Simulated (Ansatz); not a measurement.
C$_{3}$H$_{6}$BFO (`CB(O)/C=C/F`), relaxed with RKS PBE-D4/def2-SVP in Ansatz 0.2.0 from a rough embedded geometry. The force threshold is 0.03 eV/Å; the program also tests the step.

Charge 0, multiplicity 1.

Start:

```xyz
12

C     0.251   -1.896    0.076
B     0.396   -0.283    0.118
O     1.583    0.276    0.706
C    -0.641    0.688   -0.442
C    -0.572    1.998   -0.468
F    -1.565    2.791   -0.984
H     1.092   -2.361    0.535
H     0.146   -2.150   -0.988
H    -0.742   -2.139    0.639
H     1.362    0.382    1.711
H    -1.600    0.212   -0.920
H     0.290    2.482    0.017
```

By how much does the energy fall, and how many steps does the optimiser take? (An estimate is asked.)

Ansatz gave: 100.71 kJ/mol, in 14 steps, 1 of them rejected.

Which bonds change most? (Estimate.)

Ansatz gave: C4–H11 from 1.173 to 1.104 Å; B2–O3 from 1.438 to 1.376 Å; O3–H10 from 1.034 to 0.973 Å; C1–H9 from 1.167 to 1.112 Å.

Give the relaxed structure. (Estimate.)

The calculation gave: 
```xyz
12

C     0.228   -1.795    0.176
B     0.321   -0.215    0.229
O     1.319    0.439    0.916
C    -0.727    0.680   -0.506
C    -0.649    2.023   -0.474
F    -1.525    2.831   -1.091
H     1.016   -2.329    0.748
H     0.277   -2.145   -0.878
H    -0.759   -2.136    0.556
H     1.930   -0.186    1.345
H    -1.564    0.241   -1.076
H     0.135    2.593    0.056
```
